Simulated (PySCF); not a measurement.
Question: What does the PBE0-D3(BJ)/def2-SVP structure of `Cc1ccc([Se]C#N)cc1` look like in three dimensions?

Answer: 
```
atom  x, y, z in Å
C1    -2.7362   -0.6633   -0.1057
C2    -1.3096   -0.1994   -0.1268
C3    -0.2837   -0.9898    0.4039
C4     1.0403   -0.5596    0.4200
C5     1.3557    0.6908   -0.1083
Se6    3.1343    1.4113   -0.1518
C7     4.0065    0.0096    0.6279
N8     4.5834   -0.8695    1.1232
C9     0.3549    1.4993   -0.6491
C10   -0.9622    1.0492   -0.6540
H11   -2.8076   -1.7524   -0.2384
H12   -3.2135   -0.4201    0.8583
H13   -3.3299   -0.1810   -0.8955
H14   -0.5215   -1.9738    0.8171
H15    1.8176   -1.2010    0.8402
H16    0.5922    2.4795   -1.0721
H17   -1.7386    1.6882   -1.0830
```

Orientation and origin are arbitrary. Atoms count from 1 in this order. The 6-membered ring C2–C3–C4–C5–C9–C10 has internal angles of 117.7° to 121.8° (sum 720°, against 720° for a flat polygon); it is planar, 0.00 Å rms from its mean plane, widest ring torsion 0°. Of the pairs four or more bonds apart, C7···H15 is among the closest relative to their van der Waals radii: 2.51 Å, 87 % of the sum of Bondi's values. The C–C distances run from 1.392 Å (C9–C10, aromatic) to 1.500 Å (C1–C2, drawn single), a spread of 0.108 Å. The 2 C–Se bonds span 1.826 Å (Se6–C7, drawn single) to 1.919 Å (C5–Se6, drawn single), a spread of 0.093 Å.

Bonds between heavy atoms (Å): C1–C2 1.500, C2–C3 1.400, C3–C4 1.392, C4–C5 1.394, C5–Se6 1.919, Se6–C7 1.826, C7≡N8 1.162, C5–C9 1.396, C9–C10 1.392, C2–C10 1.399.

Method used: PBE0-D3(BJ)/def2-SVP geometry optimisation, gas phase (PySCF 2.14.0).

No frequency check. One conformer, not necessarily the lowest (C4–C5–Se6–C7 0°).
